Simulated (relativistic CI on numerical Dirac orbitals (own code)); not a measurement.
# Dy XXI: sensitivity of the levels to the model

Base calculation: Dirac-Coulomb-Breit CI, separate exchange-only KLI orbitals for each configuration, model QED (radiative potential, 1s self-energy scaled to tabulated hydrogen-like ionisation energies), unscaled Slater integrals.

CI space (outside the closed core [Ar] 3d10): 4s²4p⁶4d¹⁰, 4s²4p⁶4d⁹4f, 4s²4p⁵4d¹⁰4f, 4s²4p⁶4d⁹5s, 4s4p⁶4d¹⁰4f, 4s²4p⁶4d⁹5p, 4s²4p⁶4d⁹5d, 4s²4p⁵4d¹⁰5s, 4s²4p⁶4d⁹5f, 4s²4p⁶4d⁹6s, 4s²4p⁵4d¹⁰5p, 4s²4p⁶4d⁹6p, 4s²4p⁶4d⁹5g, 4s²4p⁶4d⁹6d, 4s²4p⁵4d¹⁰5d, 4s4p⁶4d¹⁰5s, 4s²4p⁶4d⁹6f, 4s²4p⁶4d⁹7s, 4s²4p⁶4d⁹7p, 4p⁶4d¹⁰4f², 4p⁶4d⁹4f³, 4p⁵4d¹⁰4f³, 4p⁶4d⁹4f²5s, 4p⁶4d⁹4f²5p, 4p⁶4d⁹4f²5d. Double excitations out of closed p, d and f shells are left out; levels of such configurations are missing from the list, as are those of other unlisted configurations, and high levels can miss mixing partners. These lack a partner that the ground configuration has and come out too high: 4s²4p⁵4d¹⁰5s, 4s²4p⁶4d⁹5f, 4s²4p⁶4d⁹6s, 4s²4p⁵4d¹⁰5p, 4s²4p⁶4d⁹6p.

The lowest level and the first level of each name with at least 55 % of one term (blank where a level has no safe partner in the second run):

```
           Level  Base (cm⁻¹)  Shift (cm⁻¹)
  4s²4p⁶4d¹⁰ ¹S0            0             0
4s²4p⁶4d⁹4f ³P°0      1204683          +942
4s²4p⁶4d⁹4f ³P°1      1215006          +942
4s²4p⁶4d⁹4f ³P°2      1235852          +942
4s²4p⁶4d⁹4f ³H°5      1249842          +941
4s²4p⁶4d⁹4f ³H°6      1250819          +941
4s²4p⁶4d⁹4f ³F°3      1267760          +942
4s²4p⁶4d⁹4f ³F°4      1280499          +942
4s²4p⁶4d⁹4f ³G°5      1292579          +942
4s²4p⁶4d⁹4f ³D°1      1294439          +942
4s²4p⁶4d⁹4f ³G°3      1347956          +942
4s²4p⁶4d⁹4f ¹F°3      1366229          +942
4s²4p⁶4d⁹4f ¹P°1      1638011          +968
 4s²4p⁶4d⁹5s ³D3      1704854        +11421
 4s²4p⁶4d⁹5s ³D1      1770898        +11421
4s²4p⁶4d⁹5p ³P°2      1961920        +12604
4s²4p⁶4d⁹5p ³F°2      2030316        +12605
4s²4p⁶4d⁹5p ³F°4      2068400        +12606
4s²4p⁶4d⁹5p ¹P°1      2076812        +12593
4s²4p⁶4d⁹5p ¹D°2      2077266        +12604
4s²4p⁶4d⁹5p ³D°3      2086634        +12605
4s²4p⁶4d⁹5p ³P°0      2121268        +12604
```

At this charge energies of transitions that change n are usually good to better than 1 %, and those within a shell (Δn = 0) to a few per cent.

(1) One thing was changed in a second run, which moved the levels as shown. Which?
A. configuration mixing switched off
B. Breit term removed
C. QED terms removed
D. P86 correlation estimate

Results:

(1) D. P86 correlation estimate. A correlation estimate moves all levels of a configuration together before mixing; mixed levels move by a weighted share.

LS names give the leading component of a level, which can be under half, so a name can repeat, a term be missing and a line seem to break the LS rules.
